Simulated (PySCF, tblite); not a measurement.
Compound: C3H14N2SSi2.
Structure used (GFN2-xTB), in Å, numbered top down from 1:
```xyz
22
C3H14N2SSi2 angstrom
C      4.2448    0.7299    0.0103
Si     2.6999   -0.3538    0.0166
S      1.0163    0.9508   -0.1128
Si    -0.5662   -0.4835   -0.4731
N     -0.4995   -1.9198    0.4748
N     -2.0128    0.3036   -0.0240
C     -3.2477   -0.4390   -0.0290
C     -2.2231    1.7255   -0.1476
H      4.1901    1.4931    0.7806
H      4.3658    1.2343   -0.9437
H      5.1328    0.1321    0.1892
H      2.5966   -1.1307    1.2540
H      2.6728   -1.2753   -1.1197
H     -0.3970   -0.9390   -1.8552
H      0.2607   -2.5594    0.3165
H     -0.6877   -1.8461    1.4625
H     -3.8790   -0.1143    0.8024
H     -3.0322   -1.4969    0.0770
H     -3.8033   -0.2849   -0.9611
H     -1.2664    2.2393   -0.1293
H     -2.8321    2.0791    0.6890
H     -2.7432    1.9743   -1.0797
```

Computed, not measured: PBE0/pcSseg-1 in PySCF (dipole) on a GFN2-xTB geometry, gas phase.

Take the most abundant isotopes and a rigid rotor. The values belong to one conformer with, in the numbering `[CH3:1][SiH2:2][S:3][Si@@H:4]([NH2:5])[N:6]([CH3:7])[CH3:8]`, C1–Si2–S3–Si4 170°, Si2–S3–Si4–N5 43°, S3–Si4–N5–H -67° and 69°, S3–Si4–N6–C7 -174°.

Give the principal moments of inertia and the rotational constants in MHz.

Ia = 190.87, Ib = 853.27, Ic = 1002.64 u·Å²; 505379 MHz·u·Å²/I gives A = 2648, B = 592.3, C = 504.0 MHz.

Classify the top.

A near-prolate asymmetric top: κ = (2 × 592.3 − 2648 − 504.0)/(2648 − 504.0) = -0.92.

Is it planar, by Δ = Ic − Ia − Ib?

Not planar: Δ = Ic − Ia − Ib = -41.50 u·Å². For a rigid frame Δ = −2 Σ m c², so Σ m c² = 20.75 u·Å² lies off the ab plane: 13.02 from hydrogen and 7.73 from heavier atoms. The atom farthest from that plane is 1.86 Å away.

Give the other two planar moments, Paa and Pbb, and the rms extents of the mass along the axes.

Paa = Σ m a² = (Ib + Ic − Ia)/2 = 832.52 and Pbb = Σ m b² = (Ia + Ic − Ib)/2 = 170.12 u·Å². With the mass M = 166.04 u, the rms extents √(P/M) along a, b and c are 2.24, 1.01, 0.35 Å.

Which lines would a microwave search look for?

The dipole components are |μa| = 0.13 D, |μb| = 1.12 D, |μc| = 0.55 D. Intensities carry the squares of the components, which stand as 0.01 : 1.00 : 0.24 (a : b : c). Some lines, for components of 0.1 D or more:

```
type  branch         J(Ka,Kc)   MHz  lower level (cm⁻¹)
   a       Q  3(1,2) ← 3(1,3)   529               0.281
   b       R  3(0,3) ← 2(1,2)  1308               0.175
   c       Q  3(1,3) ← 3(0,3)  1847               0.219
   c       Q  1(1,1) ← 1(0,1)  2056               0.037
   b       Q  1(1,0) ← 1(0,1)  2144               0.037
   a       R  2(0,2) ← 1(0,1)  2190               0.037
   a       R  2(1,1) ← 1(1,0)  2281               0.108
   b       Q  3(1,2) ← 3(0,3)  2376               0.219
   c       R  1(1,0) ← 0(0,0)  3240               0.000
   a       R  3(2,1) ← 2(2,0)  3300               0.390
   a       R  3(1,2) ← 2(1,1)  3420               0.184
   b       R  2(1,2) ← 1(0,1)  4160               0.037
   c       R  2(1,1) ← 1(0,1)  4425               0.037
   b       R  3(1,3) ← 2(0,2)  5125               0.110
   c       Q  2(2,1) ← 2(1,1)  6167               0.184
   b       R  3(2,1) ← 2(1,2)  9734               0.175
```

Estimate the classical rotational partition function at 100 K, 298.15 K and 500 K.

Point group C1, symmetry number σ = 1; q = (√π/σ)·√((kT/h)³/(ABC)), k/h = 20836.6 MHz/K: 190000 at 100 K, 976000 at 298.15 K, 2120000 at 500 K.

Its GFN2-xTB frequencies are all real (lowest 26 cm⁻¹). Constants of a rigid frame at the computed geometry: no zero-point averaging, no centrifugal distortion. A rigid rotor knows nothing of inversion at nitrogen or internal rotation, which can split or shift real lines. Quadrupole hyperfine structure (14N) is left out.

On an Intel Xeon at 2.50 GHz with one thread, shared host with 64 logical CPUs at a one-minute load of 56, this took 2.0 min wall and 1.1 GiB of memory at its peak. This is the PBE0/pcSseg-1 job that gave the dipole, with the shieldings it also computed.
